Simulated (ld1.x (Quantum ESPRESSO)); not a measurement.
Before and after: PAW potential for F (Z = 9)

```
Element                 : F
Generator               : ld1.x (Quantum ESPRESSO) 7.5
Type                    : PAW
Functional              : LDA (PZ)
Relativity              : scalar-relativistic
Frozen core             : [He]
Valence charge          : 7
Reference configuration : 2s1.5 2p5.5
Partial waves           : 2s (bound): rcut 0.75, rcutus 0.90 bohr; 2s channel at -1.7 Ry: rcut 0.75, rcutus 0.90 bohr; 2p (bound): rcut 1.45, rcutus 2.00 bohr; 2p channel at -0.55 Ry: rcut 1.45, rcutus 2.00 bohr; 3d channel at 0.25 Ry: rcut 1.30, rcutus 1.60 bohr; 3d channel at 1.35 Ry: rcut 1.30, rcutus 1.60 bohr
Local potential         : all-electron potential smoothed inside 0.85 bohr (lloc = -2)
Core correction         : Bessel-smoothed model core, default radius (core density twice the valence density)
Augmentation charge     : PSQ, inside the norm-conserving radii
```

All-electron outer shells of the reference configuration (LDA (PZ), scalar-relativistic, ld1.x):

```tsv
shell	level (eV)	outermost node (bohr)	outermost maximum (bohr)
1s	-659.23	–	0.12
2s	-29.89	0.24	0.77
2p	-11.50	–	0.71
```

Change: all radii but the core radius scaled by about 1.12 (s 1.00, p 2.24, d 1.80 bohr, rcut 0.84/1.62/1.46); local potential all-electron potential smoothed inside 0.96 bohr (lloc = -2).

Cutoffs: the cutoffs (Ry, on a coarse ladder) from which the occupation-weighted sum of valence levels, in a spherical-Bessel basis at the reference potential, stays within 10 and 1 mRy of its value at 400 Ry; they do not see the model core or the augmentation charge, which bear on the density cutoff. Errors are all-electron minus pseudo energies relative to the spin-unpolarised reference configuration.

**Question.** How do hardness, ghosts and transferability respond?

**Answer.** The potential gets neither clearly harder nor softer (30 Ry and 50 Ry → 30 Ry and 50 Ry); the s channel sets the loose cutoff, while the largest relative change is in p, which becomes softer; of the 9 tests that both files solve, the error grows in 7 and shrinks in 0 by more than 15 % and 0.3 meV (median size 1.3 → 2.2 meV); neither file shows a bound ghost. More of the atom is replaced by a form fitted at one configuration, so other configurations suffer.

```csv
quantity,base,changed
"cutoff, loose",30 Ry,30 Ry
"cutoff, tight",50 Ry,50 Ry
loose cutoff by channel (10 mRy a level),"s 25 Ry, p 15 Ry","s 30 Ry, p 12 Ry"
bound ghosts,none,none
"error for 2s2 2p5, meV [ΔE -9.19 eV]",-0.1,-0.2
"error for 2s2 2p4, meV [ΔE 10.37 eV]",-37,-76
"error for 2s2 2p3, meV [ΔE 48.88 eV]",-200,-381
"error for 2s1 2p6, meV [ΔE 9.20 eV]",-0.5,-0.4
"error for 2s2 2p1, meV [ΔE 195.48 eV]",-631,-1034
"error for 2s2 2p5.3, meV [ΔE -11.91 eV]",0.0,-1.0
"error for 2s1 2p5, meV [ΔE 29.03 eV]",-29,-65
"error for 2s1.5 2p5.5 (spin-polarised), meV [ΔE -0.41 eV]",-0.5,-1.3
"error for 2s2 2p5 (spin-polarised), meV [ΔE -9.56 eV]",-1.3,-2.2
lowest overlap eigenvalue by channel,"s 0.58, p 1.00, d 0.51","s 0.61, p 0.81, d 0.72"
```
